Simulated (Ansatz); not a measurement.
These are PBE-D3(BJ)/def2-TZVP (Ansatz, a first-principles code) values and carry that method's errors. No frequencies were computed at this level.

Ansatz 0.2 input:
```yaml
crystal:
  periodic: [false, false, false]
  atoms:
    - { symbol: B, position_ang: [-1.056793, -0.068021, 0.613787] }
    - { symbol: C, position_ang: [0.338807, 0.009616, 0.07912] }
    - { symbol: C, position_ang: [1.462294, 0.086584, -0.355783] }
    - { symbol: H, position_ang: [-1.537162, 0.883883, 1.094904] }
    - { symbol: H, position_ang: [-1.650835, -1.07353, 0.544354] }
    - { symbol: H, position_ang: [2.443693, 0.16147, -0.727725] }
basis:
  gaussian: { orbitals: def2-tzvp }
hamiltonian:
  xc: pbe
  dispersion: d3bj
relax:
  max_steps: 150
```

Output:

```
Functional definition: PBE
661 factors; their error is unknown
mean field evaluation 1: about -2786.7605 eV, gradient 5.0e1 eV
mean field evaluation 2: about -2779.0392 eV, gradient 7.1e1 eV
mean field evaluation 4: about -2793.2985 eV, gradient 8.7e0 eV
mean field evaluation 8: about -2793.4590 eV, gradient 3.7e-1 eV
mean field evaluation 16: about -2793.4591 eV, gradient 1.1e-5 eV
mean field -2793.45914949 eV, -102.6577302691 hartree, gradient 1.1e-5 eV, S^2 0.000000; 0 other end points of the search recorded, 0 dependent functions left out
reference -2793.45918625 eV, -102.6577316202 hartree; 10, 10 occupied and 101, 101 virtual orbitals, 661 factors
relax step   1: F+E_penalty+E_count = -2793.53547756 eV  Δ(F+E_penalty+E_count) = +0.000e0 eV  max|allowed force component| = 1.189e0 eV/Å  Δτ_max = 0.0000 Å  (26 SCF iters, accepted)
these checks for a lower state are left out or cut short: starts, cluster_reference, orbital_swaps, neighbouring_geometries, increment
661 factors; their error is unknown
mean field -2793.49817913 eV, -102.6591645821 hartree, gradient 2.3e-5 eV, S^2 0.000000; 0 other end points of the search recorded, 0 dependent functions left out
reference -2793.49821603 eV, -102.6591659379 hartree; 10, 10 occupied and 101, 101 virtual orbitals, 661 factors
relax step   2: F+E_penalty+E_count = -2793.57411224 eV  Δ(F+E_penalty+E_count) = -3.863e-2 eV  max|allowed force component| = 2.326e-1 eV/Å  Δτ_max = 0.0287 Å  (31 SCF iters, accepted)
these checks for a lower state are left out or cut short: starts, cluster_reference, orbital_swaps, neighbouring_geometries, increment
661 factors; their error is unknown
mean field -2793.50095140 eV, -102.6592664610 hartree, gradient 2.4e-5 eV, S^2 0.000000; 0 other end points of the search recorded, 0 dependent functions left out
reference -2793.50098834 eV, -102.6592678183 hartree; 10, 10 occupied and 101, 101 virtual orbitals, 661 factors
relax step   3: F+E_penalty+E_count = -2793.57679203 eV  Δ(F+E_penalty+E_count) = -2.680e-3 eV  max|allowed force component| = 6.707e-2 eV/Å  Δτ_max = 0.0111 Å  (31 SCF iters, accepted)
these checks for a lower state are left out or cut short: starts, cluster_reference, orbital_swaps, neighbouring_geometries, increment
661 factors; their error is unknown
mean field evaluation 32: about -2793.5164 eV, gradient 1.2e-3 eV
mean field -2793.50128511 eV, -102.6592787245 hartree, gradient 2.4e-5 eV, S^2 0.000000; 0 other end points of the search recorded, 0 dependent functions left out
reference -2793.50132204 eV, -102.6592800817 hartree; 10, 10 occupied and 101, 101 virtual orbitals, 661 factors
relax step   4: F+E_penalty+E_count = -2793.57712567 eV  Δ(F+E_penalty+E_count) = -3.336e-4 eV  max|allowed force component| = 2.487e-3 eV/Å  Δτ_max = 0.0074 Å  (31 SCF iters, accepted)
661 factors; their error is unknown
mean field -2793.50128511 eV, -102.6592787245 hartree, gradient 2.4e-5 eV, S^2 0.000000; 1 other end points of the search recorded, 0 dependent functions left out
reference -2793.50132204 eV, -102.6592800817 hartree; 10, 10 occupied and 101, 101 virtual orbitals, 661 factors
Total energy: -2793.57716261 eV, -102.6620671711 hartree
Atom 0 at    -1.058946    -0.064899     0.614868 Å, force     0.002487     0.000464    -0.001134 eV/Å
Atom 1 at     0.339145     0.019743     0.078674 Å, force    -0.001575     0.000577     0.000251 eV/Å
Atom 2 at     1.477812     0.089896    -0.359056 Å, force     0.000002     0.000640    -0.001134 eV/Å
Atom 3 at    -1.568344     0.900815     1.113581 Å, force    -0.001518    -0.001850     0.000474 eV/Å
Atom 4 at    -1.666567    -1.097652     0.544228 Å, force    -0.000466     0.001172     0.000971 eV/Å
Atom 5 at     2.476903     0.152100    -0.743636 Å, force     0.001070    -0.001003     0.000572 eV/Å
Dipole moment:     0.214439     0.013374    -0.082500 e Å
```

Cost: about 9 core-seconds (a rough figure).
